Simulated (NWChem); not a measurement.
C2H7NTe; SMILES N[Te]CC

```xyz
11

Te     0.2797    -0.5845     0.0484
C      0.6141     1.5427    -0.4469
C     -0.3192     2.4747     0.3096
H      0.5072     1.6430    -1.5451
H      1.6812     1.7141    -0.1935
H     -0.1537     2.4202     1.4046
H     -1.3816     2.2129     0.1194
H     -0.1796     3.5299    -0.0095
N     -1.7853    -0.6855    -0.1318
H     -2.0671    -0.4005    -1.0796
H     -2.2220    -0.0338     0.5343
```
Atoms are numbered in this order, from 1.

Computed with NWChem. Geometry: optimised at PBE-D3(BJ)/def2-SVP (def2 core potentials past Kr). Not confirmed as a minimum by frequencies.

Task: Estimate the computed values for Hartree-Fock/3-21G, non-relativistic. Quantities: highest occupied level (eV); orbital gap (eV); dipole (D).

Result: 
```json
{
  "highest occupied level (eV)": "-8.09",
  "orbital gap (eV)": "11.30",
  "dipole (D)": "2.91"
}
```
